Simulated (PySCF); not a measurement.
# Dipole moment and polarisability of BeMeBr

Species: BeMeBr, CH₃BeBr.
Cartesian coordinates in Å at the PBE0-D3(BJ)/def2-SVP level; atoms count from 1:
```
atom  x, y, z in Å
Be1   -0.0082    0.0067   -0.9902
C2     0.0025   -0.0003    0.6780
H3    -0.4435    0.9173    1.0998
H4     1.0277   -0.0742    1.0813
H5    -0.5665   -0.8526    1.0888
Br6   -0.0120    0.0031   -2.9577
```

Level: CAM-B3LYP/def2-SVPD (PySCF), static field, nuclei fixed, core orbitals frozen in the response. The polarisability tensor in these axes (au):

```
x   43.04  0.00  0.07
y    0.00 43.04 -0.01
z    0.07 -0.01 61.34
```

Problem. What are the eigenvalues, a third of the trace, and Δα (Δα² = ½Σ(αi − αj)² over the three pairs)?

Solution. Principal values 43.04, 43.04 and 61.34 au; mean 49.14 au = 7.28 Å³ = 8.10 × 10⁻⁴⁰ C²·m²/J; Δα = 18.30 au (37 % of the mean).

Problem. What is the dipole moment, and where does it point?

Solution. (0.00, 0.01, 1.16) D, 1.16 D in size, pointing from the negative to the positive side. Measured along this direction, the outermost atoms are Br6 at the negative end and H3, H5 and H4 at the positive end.

Problem. What depolarisation ratio follows for Rayleigh scattering of linearly polarised light, taking the static tensor?

Solution. ρ = 3Δα²/(45ᾱ² + 4Δα²) = 1004.8/(108660 + 1339.7) = 0.00913.

Problem. Molar refractivity from α?

Solution. Lorentz–Lorenz: R = (4π/3)N_A α = 2.5225 cm³/(mol·Å³) × 7.28 Å³ = 18.4 cm³/mol, in the limit of long wavelengths.

Problem. What are the principal values of the traceless quadrupole moment, Θ = ½Σq(3rr − r²1), about the centre of nuclear charge?

Solution. -1.65, 0.82, 0.83 D·Å. The values depend on the origin, since the dipole doesn't vanish. The electronic extent ⟨r²⟩ about the same centre is 466 bohr², a root-mean-square distance of 1.65 Å for the 48 electrons.

Problem. How large is μ²/3kT at 250 K beside α?

Solution. In Gaussian units μ²/3kT = 12.97 Å³ against 7.28 Å³, a ratio of 1.78; the Debye molar polarisation (4π/3)N_A(α + μ²/3kT) is 51.1 cm³/mol, leaving out the vibrational part.

Isolated species at its PBE0-D3(BJ)/def2-SVP geometry, gas phase. The calculation is non-relativistic, for bromine too.

These values come from a run that also computed excited states. On one thread, x86-64 server, no GPU (shared host), this took 4.8 s wall.
